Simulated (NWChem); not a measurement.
Molecule: BeGeH3Cl; SMILES [GeH3][Be][Cl]

```xyz
6

Be     0.0000     0.0000     0.7923
Cl     0.0000     0.0000     2.6136
Ge     0.0000     0.0000    -1.3937
H     -1.2074     0.7658    -1.9743
H      1.2669     0.6627    -1.9743
H     -0.0595    -1.4285    -1.9743
```
Atoms are numbered in this order, from 1.

All runs: NWChem. Pople sets run with spherical d functions. The geometry was optimised at PBE0/def2-SVP. B3LYP is NWChem's, with the RPA form of VWN correlation. GIAO values for the isolated, static molecule; σ is the absolute isotropic shielding, δ = σ(reference) − σ with the isolated reference molecule computed at the same levels (1H: tetramethylsilane).

| level | σ Be1 (ppm) | σ Cl2 (ppm) | σ Ge3 (ppm) | δ H4 (ppm) |
|---|---|---|---|---|
| B3LYP/6-31G* | 92.8 | 865.3 | 1885.3 | 3.03 |
| BHandHLYP/pcSseg-1 | 87.9 | 844.4 | 1791.3 | 2.89 |
| Hartree-Fock/6-31G* | … | … | … | … |

### Question
What belongs in the gaps?

### Answer

- Hartree-Fock/6-31G*, σ Be1 (ppm): 97.1
- Hartree-Fock/6-31G*, σ Cl2 (ppm): 927.8
- Hartree-Fock/6-31G*, σ Ge3 (ppm): 1973.2
- Hartree-Fock/6-31G*, δ H4 (ppm): 3.13
